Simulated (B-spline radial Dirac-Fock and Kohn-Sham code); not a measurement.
## Compton profile of Ca

System: the free calcium atom, [Ar] 4s2.

Input of the calculation (task.json; shells as n, l, electrons):

```json
{"items": [{
  "Z": 20,
  "q": 0,
  "cfg": [[1, 0, 2], [2, 0, 2], [2, 1, 6], [3, 0, 2], [3, 1, 6], [4, 0, 2]],
  "A": 40,
  "rrms": 3.4776,
  "do": ["scatter"],
  "s": [0.0, 0.05, 0.1, 0.15, 0.2, 0.25, 0.3, 0.35, 0.4, 0.45, 0.5, 0.6, 0.7, 0.8, 0.9, 1.0, 1.1, 1.2, 1.4, 1.6, 1.8, 2.0, 2.5, 3.0, 3.5, 4.0, 5.0, 6.0],
  "pz": [0, 0.1, 0.2, 0.3, 0.4, 0.5, 0.6, 0.8, 1.0, 1.2, 1.4, 1.6, 1.8, 2.0, 2.5, 3.0, 4.0, 5.0, 7.0, 10.0, 15.0, 20.0, 30.0, 40.0, 60.0, 100.0],
  "hv_scatter": [1000, 2000, 5000, 8047.8, 10000, 17479.3, 20000, 30000, 50000, 100000, 200000, 500000, 1000000]
}]}
```

Command: `python xray_run.py task.json out`

The computed values come from an atomic code on a B-spline grid: the impulse approximation on Dirac-Fock orbitals of the configuration average with a finite nucleus. pz is in atomic units of momentum; subshell profiles are per electron, for a selection of subshells; open shells are spread over both j values by their weights.

```tsv
pz	J total	J 2p1/2	J 2p3/2	J 4s1/2	tabulated J
0	7.844	0.0896	0.0902	1.94	7.87
0.1	7.299	0.0896	0.0902	1.67	7.32
0.2	6.091	0.0896	0.0902	1.09	6.10
0.3	4.956	0.0896	0.0902	0.550	4.96
0.4	4.229	0.0895	0.0902	0.231	4.23
0.5	3.840	0.0895	0.0901	0.0944	3.85
0.6	3.614	0.0895	0.0901	0.0533	3.62
0.8	3.246	0.0894	0.0900	0.0460	3.25
1	2.827	0.0892	0.0898	0.0392	2.83
1.2	2.395	0.0889	0.0895	0.0266	2.40
1.4	2.002	0.0884	0.0890	0.0156	2.00
1.6	1.675	0.0877	0.0883	0.00848	1.68
1.8	1.418	0.0868	0.0873	0.00449	1.42
2	1.222	0.0855	0.0860	0.00251	1.22
2.5	0.9198	0.0813	0.0817	0.00129	0.922
3	0.7584	0.0755	0.0757	0.00125	0.759
4	0.5594	0.0607	0.0607	0.000855	0.559
5	0.4099	0.0452	0.0450	0.000384	0.410
7	0.2160	0.0218	0.0216	5.29e-05	0.216
10	0.09371	0.00654	0.00639	2.30e-05	0.0930
15	0.03229	0.000983	0.000945	1.44e-05	0.0320
20	0.01328	0.000192	0.000182	6.03e-06	0.0130
30	0.002843	1.42e-05	1.30e-05	1.09e-06	0.00270
40	0.0007777	1.96e-06	1.71e-06	< 1e-6	0.000720
60	0.0001021	< 1e-6	< 1e-6	< 1e-6	8.90e-05
```

J(0) = 7.844. The 4s1/2 subshell gives the largest part, 49 %.

Mean momentum ⟨p⟩ by subshell (a.u.): 1s1/2 16.7, 2s1/2 5.28, 2p1/2 7.09, 2p3/2 7.04, 3s1/2 1.99, 3p1/2 2.23, 3p3/2 2.22, 4s1/2 0.487.

Tabulated profile: Biggs, Mendelsohn and Mann, At. Data Nucl. Data Tables 16, 201 (1975), a Hartree-Fock calculation.
